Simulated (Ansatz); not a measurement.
All numbers were calculated with Ansatz.

A structure relaxed at PBE0-D4/def2-TZVP, charge 0, multiplicity 1:

| atom | x (Å) | y (Å) | z (Å) |
| --- | --- | --- | --- |
| Si1 | -0.994 | 2.112 | 0.126 |
| O2 | -1.410 | 0.527 | 0.133 |
| Ge3 | -0.805 | -0.909 | 0.961 |
| O4 | 0.883 | -1.129 | 0.496 |
| Si5 | 1.665 | -1.356 | -0.926 |
| H6 | -0.545 | 2.542 | 1.480 |
| H7 | -2.186 | 2.901 | -0.272 |
| H8 | 0.108 | 2.362 | -0.840 |
| H9 | -1.646 | -2.081 | 0.447 |
| H10 | -0.802 | -0.679 | 2.474 |
| H11 | 1.926 | -0.055 | -1.596 |
| H12 | 0.852 | -2.206 | -1.841 |
| H13 | 2.955 | -2.031 | -0.642 |

Task: Give its formula and SMILES.

Result: GeH8O2Si2, `[SiH3][O][GeH2][O][SiH3]`.

Task: Point group (tolerance 0.08 Å, 0.16 Å for H)?

Result: C2.

Task: Summarise the bond lengths by kind.

Result: 2 × O–Si 1.639 Å; 6 × H–Si 1.484 to 1.490 Å; 2 × Ge–O 1.764 Å; 2 × Ge–H 1.531 Å.
